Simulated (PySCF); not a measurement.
# Spinor energies of I(3+) (iodine, charge +3)

Start: [Kr] 4d10 5s2 5p2; 5p1/2 filled at m_j = -1/2, +1/2. Calculated with PySCF 2.14 in x2c-TZVPall-2c (8s9p5d2f, 74 functions): generalised Hartree-Fock with the X2C-1e Hamiltonian and a Gaussian nucleus; one run each with spin-orbit coupling (SO) switched off, then screened by Boettger's factors.

```json
{"spinor shell": "1s1/2", "electrons": "2", "ε, spin-free (eV)": "-33366.8", "ε, screened SO (eV)": "-33362.8", "weight of nominal j (screened SO)": "1.000", "rms radius, screened SO (bohr)": "0.0311"}
{"spinor shell": "2s1/2", "electrons": "2", "ε, spin-free (eV)": "-5282.4", "ε, screened SO (eV)": "-5281.1", "weight of nominal j (screened SO)": "1.000", "rms radius, screened SO (bohr)": "0.127"}
{"spinor shell": "2p1/2", "electrons": "2", "ε, spin-free (eV)": "-4737.5", "ε, screened SO (eV)": "-4945.1", "weight of nominal j (screened SO)": "1.000", "rms radius, screened SO (bohr)": "0.109"}
{"spinor shell": "2p3/2", "electrons": "4", "ε, spin-free (eV)": "-4737.5", "ε, screened SO (eV)": "-4643.5", "weight of nominal j (screened SO)": "1.000", "rms radius, screened SO (bohr)": "0.115"}
{"spinor shell": "3s1/2", "electrons": "2", "ε, spin-free (eV)": "-1134.7", "ε, screened SO (eV)": "-1134.1", "weight of nominal j (screened SO)": "1.000", "rms radius, screened SO (bohr)": "0.334"}
{"spinor shell": "3p1/2", "electrons": "2", "ε, spin-free (eV)": "-953.79", "ε, screened SO (eV)": "-993.88", "weight of nominal j (screened SO)": "1.000", "rms radius, screened SO (bohr)": "0.327"}
{"spinor shell": "3p3/2", "electrons": "4", "ε, spin-free (eV)": "-953.79", "ε, screened SO (eV)": "-935.17", "weight of nominal j (screened SO)": "1.000", "rms radius, screened SO (bohr)": "0.338"}
{"spinor shell": "3d3/2", "electrons": "4", "ε, spin-free (eV)": "-683.51", "ε, screened SO (eV)": "-690.32", "weight of nominal j (screened SO)": "1.000", "rms radius, screened SO (bohr)": "0.311"}
{"spinor shell": "3d5/2", "electrons": "6", "ε, spin-free (eV)": "-683.51", "ε, screened SO (eV)": "-678.22", "weight of nominal j (screened SO)": "1.000", "rms radius, screened SO (bohr)": "0.314"}
{"spinor shell": "4s1/2", "electrons": "2", "ε, spin-free (eV)": "-243.15", "ε, screened SO (eV)": "-242.76", "weight of nominal j (screened SO)": "1.000", "rms radius, screened SO (bohr)": "0.787"}
{"spinor shell": "4p1/2", "electrons": "2", "ε, spin-free (eV)": "-183.80", "ε, screened SO (eV)": "-191.73", "weight of nominal j (screened SO)": "1.000", "rms radius, screened SO (bohr)": "0.825"}
{"spinor shell": "4p3/2", "electrons": "4", "ε, spin-free (eV)": "-183.80", "ε, screened SO (eV)": "-179.73", "weight of nominal j (screened SO)": "1.000", "rms radius, screened SO (bohr)": "0.855"}
{"spinor shell": "4d3/2", "electrons": "4", "ε, spin-free (eV)": "-94.597", "ε, screened SO (eV)": "-95.510", "weight of nominal j (screened SO)": "1.000", "rms radius, screened SO (bohr)": "0.983"}
{"spinor shell": "4d5/2", "electrons": "6", "ε, spin-free (eV)": "-94.597", "ε, screened SO (eV)": "-93.454", "weight of nominal j (screened SO)": "1.000", "rms radius, screened SO (bohr)": "0.990"}
{"spinor shell": "5s1/2", "electrons": "2", "ε, spin-free (eV)": "-51.187", "ε, screened SO (eV)": "-51.043", "weight of nominal j (screened SO)": "1.000", "rms radius, screened SO (bohr)": "1.97"}
{"spinor shell": "5p1/2", "electrons": "2", "ε, spin-free (eV)": "-39.734", "ε, screened SO (eV)": "-39.333", "weight of nominal j (screened SO)": "1.000", "rms radius, screened SO (bohr)": "2.24"}
```

```tsv
quantity	spin-free	screened SO
E (hartree)	-7109.55453	-7111.70717
M_J	0	0
⟨J²⟩	2.006	0.000
⟨L²⟩	2.004	1.353
⟨S²⟩	2.002	1.353
```

Breit and QED terms are absent; they matter most for the inner s and p1/2 levels.

Densities and radii are taken from the X2C orbitals without a picture-change correction, which distorts them close to the nucleus.

Without spin-orbit coupling the j labels of p, d and f shells carry no meaning; the spin-free column gives the mean over the occupied spinors of each nl shell.
